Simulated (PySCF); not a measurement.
# Sn²⁺: excitation energy

Sn²⁺ [Kr] 4d10 5s2 (1S) → Sn²⁺ [Kr] 4d10 5s1 6s1, s spin flipped, as a difference of total energies. Calculation: PySCF 2.14, in x2c-QZVPPall with one added diffuse shell each of s, p, d, f type (14s10p8d5f1g, 128 functions); the spin-free X2C one-electron Hamiltonian (Gaussian nucleus). Correlated levels: valence: [Kr] 4d10 frozen; valence and next inner shell: [Ar] 3d10 frozen. The calculations carry no spin-orbit coupling.

```json
{"method": "UHF", "excitation energy (cm⁻¹)": "0"}
{"method": "LDA", "excitation energy (cm⁻¹)": "0"}
{"method": "PBE", "excitation energy (cm⁻¹)": "0"}
{"method": "PBE0", "excitation energy (cm⁻¹)": "0"}
{"method": "r2SCAN", "excitation energy (cm⁻¹)": "0"}
{"method": "MP2 (valence)", "excitation energy (cm⁻¹)": "0"}
{"method": "SCS-MP2 (valence)", "excitation energy (cm⁻¹)": "0"}
{"method": "MP2 (valence and next inner shell)", "excitation energy (cm⁻¹)": "0"}
{"method": "SCS-MP2 (valence and next inner shell)", "excitation energy (cm⁻¹)": "0"}
```

The upper determinant mixes two multiplicities, so it lies between the two terms.

The promoted electron is Rydberg-like, and one or two diffuse shells describe it only roughly, which tends to raise the upper state.
